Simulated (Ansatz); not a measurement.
Reaction (redistribution): `[SiH3][O][Cd][Cl]` + `[NH2][V](=[O])([OH])[OH]` → `[NH2][Cd][O][SiH3]` + `[O]=[V]([OH])([OH])[Cl]`

Isolated molecules relaxed with PBE0-D4/def2-TZVP in Ansatz; ΔE leaves out vibrations. CBS: MP2 limit from def2 TZ/QZ plus the TZ coupled-cluster correction, frozen cores. Functionals use def2-TZVPP. B3LYP here is the variant with VWN-RPA as its local correlation; programs differ in this. HSE06 is defined as in plane-wave codes. def2 core potentials past Kr. For Cd, V outer-core shells are correlated without core-valence functions, which leaves a few kJ/mol of doubt a bond. Scalar relativity is left out up to krypton. One conformer a species, not always the lowest.

```
             level  ΔE (kJ/mol)  difference from CCSD(T)/CBS
         revPBE-D4         23.7                        -15.0
          B3LYP-D4         33.8                         -4.9
          HSE06-D4         34.8                         -3.9
           ωB97X-V         39.4                          0.7
              BLYP         25.1                        -13.6
             B3LYP         34.1                         -4.6
           r2SCANh         32.4                         -6.3
             BHLYP         47.8                          9.1
           LC-ωPBE         40.1                          1.4
SCS-MP2/def2-TZVPP         15.7                        -23.0
       CCSD(T)/CBS         38.7                            0
```

(1) What do rigid-rotor, harmonic-oscillator terms from PBE0-D4/def2-TZVP frequencies (298.15 K, 1 bar) make of the CCSD(T)/CBS value? (An estimate is asked.)

Largest T1 diagnostic among the species: 0.033, so the coupled-cluster value is less sure than usual.

Results:

(1) Computed: ΔZPE = +2.1 kJ/mol, ΔH = +40.4 kJ/mol, ΔS = 5 J/(mol·K), ΔG = +38.9 kJ/mol. Modes under 50 cm⁻¹ make the entropy rough.

From r2SCAN to r2SCAN0 (25 % exact exchange), in def2-TZVPP and without D4, ΔE moves by +9.9 kJ/mol. At CCSD(T), def2-SVP lies −6.0 kJ/mol from the extrapolated value and def2-TZVPP −9.4 kJ/mol. In def2-TZVPP, CCSD(T) changes the Hartree–Fock value by −40.3 kJ/mol (the triples alone add −9.2 kJ/mol) and MP2 by −62.7 kJ/mol.
